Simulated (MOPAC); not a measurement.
A run for MOPAC: PM6 on C2H4OS (a complex), monomers drawn apart or pushed together.

```
PM6 1SCF PRECISE CHARGE=0 THREADS=1
C2H4OS

C     -0.04973676 1     0.02689020 1     0.19316602 1
H      0.14767228 1    -1.00240506 1     0.48963503 1
H     -0.99911758 1     0.35233577 1     0.61571593 1
H      0.75132934 1     0.66743643 1     0.55963636 1
H     -0.09599579 1     0.08912378 1    -0.89311585 1
O     -1.42101222 1     0.38819824 1     3.20001098 1
C     -0.34551450 1     0.00145377 1     3.36936146 1
S      1.10803487 1    -0.52132332 1     3.59890085 1
```

The log:

```
*******************************************************************************
 **                                                                           **
 **                              MOPAC v23.2.5                                **
 **                                                                           **
 *******************************************************************************
 ** MOPAC's Digital Object Identifier: https://doi.org/10.5281/zenodo.6511958 **
 **                                                                           **
 ** Please cite the open-source release paper for use of this MOPAC version:  **
 ** J. E. Moussa and J. J. P. Stewart (2026)                                  **
 ** MOPAC: An open-source semiempirical molecular orbital program             **
 ** J. Open Source Softw., 11(119), 8025, https://doi.org/10.21105/joss.08025 **
 *******************************************************************************

                              PM6 CALCULATION RESULTS

 *******************************************************************************
 *  PM6        - The PM6 Hamiltonian to be used
 *
 *
 *
 *                 CHARGE ON SYSTEM = 0
 *
 *
 *
 *  PRECISE    - TIGHTER CRITERIA TO BE USED
 *  1SCF       - DO 1 SCF AND THEN STOP
 *  THREADS=1  - MULTI-THREADING NOT USED
 *  T=         - A TIME OF 172800.0 SECONDS REQUESTED
 *  DUMP=N     - RESTART FILE WRITTEN EVERY 7200.0 SECONDS REQUESTED
 *******************************************************************************
PM6 1SCF PRECISE CHARGE=0 THREADS=1
 C2H4OS

   ATOM   CHEMICAL          X               Y               Z
  NUMBER   SYMBOL      (ANGSTROMS)     (ANGSTROMS)     (ANGSTROMS)

     1       C         -0.04973676  *   0.02689020  *   0.19316602  *
     2       H          0.14767228  *  -1.00240506  *   0.48963503  *
     3       H         -0.99911758  *   0.35233577  *   0.61571593  *
     4       H          0.75132934  *   0.66743643  *   0.55963636  *
     5       H         -0.09599579  *   0.08912378  *  -0.89311585  *
     6       O         -1.42101222  *   0.38819824  *   3.20001098  *
     7       C         -0.34551450  *   0.00145377  *   3.36936146  *
     8       S          1.10803487  *  -0.52132332  *   3.59890085  *



          CARTESIAN COORDINATES

    NO.       ATOM           X           Y           Z

     1         C         -0.0497      0.0269      0.1932
     2         H          0.1477     -1.0024      0.4896
     3         H         -0.9991      0.3523      0.6157
     4         H          0.7513      0.6674      0.5596
     5         H         -0.0960      0.0891     -0.8931
     6         O         -1.4210      0.3882      3.2000
     7         C         -0.3455      0.0015      3.3694
     8         S          1.1080     -0.5213      3.5989

 General Reference for PM6:
 "Optimization of Parameters for Semiempirical Methods V: Modification of NDDO Approximations
 and Application to 70 Elements", J. J. P. Stewart, J. Mol. Mod., 13, 1173-1213 (2007)
 URL: https://link.springer.com/article/10.1007/s00894-007-0233-4

           Empirical Formula: C2 H4 O S  =     8 atoms



      MOLECULAR POINT GROUP   :   Cs


      RHF CALCULATION, NO. OF DOUBLY OCCUPIED LEVELS = 12


 -------------------------------------------------------------------------------
 PM6 1SCF PRECISE CHARGE=0 THREADS=1
 C2H4OS



     1SCF WAS SPECIFIED, SO BFGS WAS NOT USED
     SCF FIELD WAS ACHIEVED


                              PM6 CALCULATION
                                                       MOPAC v23.2.5 Linux




          FINAL HEAT OF FORMATION =        -37.85704 KCAL/MOL =    -158.39385 KJ/MOL


          COSMO AREA              =        117.97 SQUARE ANGSTROMS
          COSMO VOLUME            =        104.40 CUBIC ANGSTROMS

          IONIZATION POTENTIAL    =         10.348813 EV
          HOMO LUMO ENERGIES (EV) =        -10.349 -0.572
          NO. OF FILLED LEVELS    =         12
          MOLECULAR WEIGHT        =         76.1130         POINT GROUP:  Cs

          MOLECULAR DIMENSIONS (Angstroms)

            Atom       Atom       Distance
            S     8    H     5     4.69047
            O     6    H     4     2.78192
            O     6    H     2     1.68106


          SCF CALCULATIONS        =          1





   ATOM   CHEMICAL          X               Y               Z
  NUMBER   SYMBOL      (ANGSTROMS)     (ANGSTROMS)     (ANGSTROMS)

     1       C         -0.04973676  *   0.02689020  *   0.19316602  *
     2       H          0.14767228  *  -1.00240506  *   0.48963503  *
     3       H         -0.99911758  *   0.35233577  *   0.61571593  *
     4       H          0.75132934  *   0.66743643  *   0.55963636  *
     5       H         -0.09599579  *   0.08912378  *  -0.89311585  *
     6       O         -1.42101222  *   0.38819824  *   3.20001098  *
     7       C         -0.34551450  *   0.00145377  *   3.36936146  *
     8       S          1.10803487  *  -0.52132332  *   3.59890085  *

                             CARTESIAN COORDINATES

   1    C       -0.049736760     0.026890200     0.193166020
   2    H        0.147672280    -1.002405060     0.489635030
   3    H       -0.999117580     0.352335770     0.615715930
   4    H        0.751329340     0.667436430     0.559636360
   5    H       -0.095995790     0.089123780    -0.893115850
   6    O       -1.421012220     0.388198240     3.200010980
   7    C       -0.345514500     0.001453770     3.369361460
   8    S        1.108034870    -0.521323320     3.598900850


           Empirical Formula: C2 H4 O S  =     8 atoms



      MOLECULAR POINT GROUP   :   Cs


                  EIGENVALUES
 -34.82752 -31.16244 -25.21041 -20.19870 -16.73710 -16.71689 -14.52630 -13.77047
 -13.74299 -13.71674 -10.36793 -10.34881  -0.57155  -0.56843  -0.55667   1.89865
   1.90123   1.98799   1.98808   1.99990   3.72833   5.87493   5.89326   5.90859
   7.12181


              NET ATOMIC CHARGES AND DIPOLE CONTRIBUTIONS

  ATOM NO.   TYPE          CHARGE      No. of ELECS.   s-Pop       p-Pop       d-Pop
    1          C          -0.665065        4.6651     1.08065     3.58442
    2          H           0.166493        0.8335     0.83351
    3          H           0.163702        0.8363     0.83630
    4          H           0.166564        0.8334     0.83344
    5          H           0.168002        0.8320     0.83200
    6          O          -0.244141        6.2441     1.83124     4.41290
    7          C           0.499978        3.5000     1.17457     2.32545
    8          S          -0.255532        6.2555     1.96415     4.14358     0.14781
 DIPOLE           X         Y         Z       TOTAL
 POINT-CHG.    -0.508     0.184    -0.093     0.548
 HYBRID         0.909    -0.326     0.117     0.973
 SUM            0.401    -0.143     0.024     0.426


          ATOMIC ORBITAL ELECTRON POPULATIONS

     Atom    s        px        py        pz      x^2-y^2     xz        z^2       yz        xy
    1  C   1.08065   1.19069   1.19432   1.19941
    2  H   0.83351
    3  H   0.83630
    4  H   0.83344
    5  H   0.83200
    6  O   1.83124   1.32543   1.53099   1.55648
    7  C   1.17457   0.84907   0.74547   0.73092
    8  S   1.96415   0.91898   1.57291   1.65169   0.04603   0.03541   0.01778   0.00523   0.04334

 **********************
 *                    *
 * JOB ENDED NORMALLY *
 *                    *
 **********************




 == MOPAC DONE ==
```

The run finished.

Cost: roughly 0.020 core-seconds.
